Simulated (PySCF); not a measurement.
# C2H6O2SSi: core ionisation energies

Compound: C₂H₆O₂SSi.
Structure used (GFN2-xTB), in Å, numbered top down from 1:
```xyz
12
C2H6O2SSi angstrom
C      2.450    0.001    0.445
O      1.185    0.204    1.046
C      0.108    0.009    0.300
S      0.139   -0.460   -1.262
O     -0.996    0.233    0.958
Si    -2.536    0.060    0.352
H      3.183    0.186    1.226
H      2.538   -1.022    0.069
H      2.595    0.692   -0.388
H     -2.740   -1.336   -0.009
H     -3.225    0.485    1.559
H     -2.699    0.947   -0.792
```

Level of theory: delta-SCF UKS SCAN, pcX-2 on the ionised atom, pcseg-1 elsewhere, spin-free X2C in PySCF 2.14.0. Vertical ΔSCF values, vacuum level as zero.

Q: What binding energy does each computed site have?

A: 
```tsv
atom(s)	bonded to	level	binding energy (eV)	2p1/2 (eV)	above the level's lowest (eV)	count
C1	O and 3 H	C 1s	292.78	–	0.00	1
O2	2 C	O 1s	539.80	–	+0.53	1
C3	2 O and S (double bond)	C 1s	294.94	–	+2.16	1
S4	C (double bond)	S 1s	2476.08	–	0.00	1
O5	C and Si	O 1s	539.27	–	0.00	1
Si6	O and 3 H	Si 2p3/2	107.74	108.37	0.00	1
Si6	O and 3 H	Si 1s	1847.59	–	0.00	1
```

The listed C 1s values span 2.16 eV, from C1 (bonded to O and 3 H) to C3 (bonded to 2 O and S (double bond)). Summing the Pauling electronegativity differences to the bonded atoms, each weighted by its formal bond order, gives -0.16 for the lowest site and +1.84 for the highest.

The listed O 1s values span 0.53 eV, from O5 (bonded to C and Si) to O2 (bonded to 2 C). Summing the Pauling electronegativity differences to the bonded atoms, each weighted by its formal bond order, gives -2.43 for the lowest site and -1.78 for the highest.

Q: Which photon wavelength matches the Si 2p3/2 of Si6 threshold?

A: λ = hc/E = 12398.42 eV Å / 107.74 eV = 115.077 Å.

Not every level is listed. For 2p shells one spin-free hole was relaxed; a mean-field spin–orbit operator and the ground-state splitting of the three 2p orbitals were then diagonalised within the shell. The shell's mean is (2 × 2p3/2 + 2p1/2)/3, and the degeneracies 2j + 1 give areas of 2:1. 2p1/2 minus 2p3/2 (ligand field included): Si 0.63 eV. One conformer (not necessarily the lowest) at the GFN2-xTB geometry, without solvent, vibrations or thermal averaging.

On one thread of an Arm Neoverse V2, no GPU, on a shared host, this took 58 s wall and 0.59 GiB of memory at its peak.
